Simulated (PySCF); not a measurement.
## Ionisation energy of Ar⁺ by level of theory

Ar⁺ [Ne] 3s2 3p5 (2P) → Ar²⁺ [Ne] 3s2 3p4 (3P), as a difference of total energies. Calculation: PySCF 2.14, in aug-cc-pV(5+d)Z (8s7p6d4f3g2h, 136 functions); no relativity, point nucleus. Correlated levels: valence: [Ne] frozen. The calculations carry no spin-orbit coupling.

```
           method  ionisation energy (eV)
              UHF                  26.370
              LDA                  27.829
              PBE                  27.592
             PBE0                  27.606
           r2SCAN                  27.671
           PBEsol                  27.563
             TPSS                  27.599
           revPBE                  27.537
    MP2 (valence)                  27.549
SCS-MP2 (valence)                  27.577
```

Task: How much does correlation contribute at MP2 (valence)?

Result: 27.549 − (26.370) = 1.179 eV, measured against UHF.

A first-order spin-orbit estimate (lowest level to lowest level, LS coupling) adds -0.006 eV.

For comparison: 27.630 eV (measured; NIST Atomic Spectra Database, ionization energies).
